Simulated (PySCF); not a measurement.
C₂H₅FN₂Si, SMILES [C@H]1(F)N=C[Si@H]1N.

Coordinates come from a PBE0-D3(BJ)/def2-SVP optimisation. The structure was generated by enumeration; whether it is a known compound was not checked. The values are those of a single conformer.

Two levels are set side by side: TDDFT-PBE/def2-SVPD (PySCF) and TDDFT-M06-2X/def2-SVPD (PySCF). Vertical, same geometry. The lowest singlet is HOMO→LUMO 93 % with PBE and HOMO→LUMO 88 % with the other functional; states are paired by order. Differences are taken from unrounded values.

| quantity | TDDFT-M06-2X | TDDFT-PBE | TDDFT-PBE minus TDDFT-M06-2X |
|---|---|---|---|
| lowest singlet excitation (eV) | 3.86 | 3.73 | -0.12 |
| lowest triplet excitation (TDA) (eV) | 3.26 | 3.05 | -0.21 |

A lower first singlet is the usual sign of a functional without exact exchange. Differences between two approximate levels are no errors against the true value.

Rough cost on one machine, each run with all the roots and properties that it gave: TDDFT-M06-2X against TDDFT-PBE about 20 times.
